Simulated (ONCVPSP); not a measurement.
## Before and after: ONCV potential for In (Z = 49)

ONCVPSP 4.0.1 input, shortened (lines: element, Z, core and valence counts, functional; n l f; lmax; l rc ep ncon nbas qcut; lloc lpopt rc5 dvloc0; l nproj debl; icmod fcfact rcfact), LDA (Perdew-Wang 92), scalar-relativistic:

```
  In 49.00    6    5  -001012      upf
    1    0    2.00
    2    0    2.00
    2    1    6.00
    3    0    2.00
    3    1    6.00
    3    2   10.00
    4    0    2.00
    4    1    6.00
    4    2   10.00
    5    0    2.00
    5    1    1.00
    2
    0    1.30    0.00    4    7    9.70
    1    1.20    0.00    3    7   13.70
    2    1.60    0.00    4    9   10.10
    4    5    0.95    0.00
    0    2    2.10
    1    2    0.80
    2    2    1.70
    0    0.00    0.00
```

Change: d: qcut 6.

Cutoffs: the cutoffs (Ha) at which the residual kinetic energy of the hardest occupied pseudo-wave falls to 1 and 0.1 mHa per electron; they do not see the model core or the augmentation charge, which bear on the density cutoff. Errors are all-electron minus pseudo energies relative to the spin-unpolarised reference configuration.

**Question.** Predict the effect on cutoff, ghosts and configuration errors.

**Answer.** The potential gets harder (59 Ha and 70 Ha → 111 Ha and 128 Ha); of the 3 tests that both files solve, the error grows in 1 and shrinks in 0 by more than 15 % and 0.3 meV (median size 2.8 → 3.7 meV); the range in which the d phases agree narrows (upper end at the end of the scan → 3.0); neither file shows a bound ghost.

```csv
quantity,base,changed
"cutoff, loose",59 Ha,111 Ha
"cutoff, tight",70 Ha,128 Ha
loose cutoff by channel,"s 35 Ha, p 59 Ha, d 35 Ha","s 35 Ha, p 59 Ha, d 111 Ha"
bound ghosts,none,none
GHOST(+) flags under 300 eV,s at 264.7 eV,s at 264.7 eV
tests with a reliable result,3 of 4,3 of 4
"error for 4s2 4p6 4d10 5s2 5p0, meV [ΔE 5.59 eV]",-1.0,-1.0
"error for 4s2 4p6 4d10 5s1 5p0, meV [ΔE 25.24 eV]",-4.1,-3.7
"error for 4s2 4p6 4d9 5s2 5p1, meV [ΔE 25.23 eV]",+2.8,+50
s: phases at 1.32 bohr within 0.05 rad from the reference energy up to (Ha; the scan ends near 5),to the end of the scan,to the end of the scan
p: phases at 1.22 bohr within 0.05 rad from the reference energy up to (Ha; the scan ends near 5),to the end of the scan,to the end of the scan
d: phases at 1.62 bohr within 0.05 rad from the reference energy up to (Ha; the scan ends near 5),to the end of the scan,3.0
```
